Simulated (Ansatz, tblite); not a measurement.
Removing and adding an electron: the cluster Ba2Se (the lowest singlet isomer of a short search). Total charge 0; singlet. Geometry: PBE-D4/def2-TZVP. Ansatz, gas phase; energy differences of separate SCF runs; the oxidised species was run as a doublet alone; the reduced species was run as a doublet alone.

| atom | x (Å) | y (Å) | z (Å) |
| --- | --- | --- | --- |
| Ba1 | -0.603 | -1.248 | -1.609 |
| Ba2 | 1.420 | 0.135 | 1.574 |
| Se3 | -0.817 | 1.113 | 0.036 |

In the def2 sets Ba takes a core potential; there is no spin–orbit coupling. The xTB rows come from tblite. Correlated methods freeze 9 core orbitals; core or outer-core shells of Ba, Se are correlated, in sets that lack core-valence functions. The structure comes from a short search, and lower isomers may exist.

```
             level  −HOMO (eV)  vertical IE (eV)  −LUMO (eV)  vertical EA (eV)  HOMO–LUMO gap (eV)  IE − EA (eV)                                     remarks
          GFN1-xTB        7.73              9.40        7.07              6.44                0.66          2.96                                           –
          GFN2-xTB        7.72              9.99        7.31              5.21                0.41          4.78                                           –
 PBE-D4/def2-TZVPD        2.84                 –        1.98              0.82                0.85             –                HOMO above zero (-1 doublet)
PBE0-D4/def2-TZVPD        3.20                 –        1.61              0.87                1.60             –  spin-contaminated (⟨S²⟩ 0.90) (-1 doublet)
    MP2/def2-TZVPP           –              4.22           –                 –                   –             –           restricted SCF unstable (singlet)
```

Estimate the rows for PBE-D4/def2-TZVP, r2SCAN-D4/def2-TZVPD, PBE0-D4/def2-TZVP, CCSD/def2-TZVPP, CCSD(T)/def2-TZVPP.


```json
{"level": "PBE-D4/def2-TZVP", "−HOMO (eV)": "2.84", "vertical IE (eV)": "4.39", "−LUMO (eV)": "1.98", "vertical EA (eV)": "–", "HOMO–LUMO gap (eV)": "0.85", "IE − EA (eV)": "–", "remarks": "–"}
{"level": "r2SCAN-D4/def2-TZVPD", "−HOMO (eV)": "2.79", "vertical IE (eV)": "–", "−LUMO (eV)": "1.85", "vertical EA (eV)": "0.91", "HOMO–LUMO gap (eV)": "0.94", "IE − EA (eV)": "–", "remarks": "HOMO above zero (-1 doublet), spin-contaminated (⟨S²⟩ 0.99) (-1 doublet)"}
{"level": "PBE0-D4/def2-TZVP", "−HOMO (eV)": "3.20", "vertical IE (eV)": "4.25", "−LUMO (eV)": "1.60", "vertical EA (eV)": "–", "HOMO–LUMO gap (eV)": "1.60", "IE − EA (eV)": "–", "remarks": "–"}
{"level": "CCSD/def2-TZVPP", "−HOMO (eV)": "–", "vertical IE (eV)": "4.16", "−LUMO (eV)": "–", "vertical EA (eV)": "–", "HOMO–LUMO gap (eV)": "–", "IE − EA (eV)": "–", "remarks": "restricted SCF unstable (singlet)"}
{"level": "CCSD(T)/def2-TZVPP", "−HOMO (eV)": "–", "vertical IE (eV)": "4.28", "−LUMO (eV)": "–", "vertical EA (eV)": "–", "HOMO–LUMO gap (eV)": "–", "IE − EA (eV)": "–", "remarks": "restricted SCF unstable (singlet)"}
```

Run but left out: HF/def2-TZVPP, r2SCAN-D4/def2-TZVP (singlet: restricted singlet, unstable towards broken spin symmetry).   A HOMO above zero means that the electron is unbound at that level or that self-interaction error raises the level; the energy of removing that electron tells which. Raw xTB energy differences between charge states are shifted by several eV; the methods need an empirical correction for them.
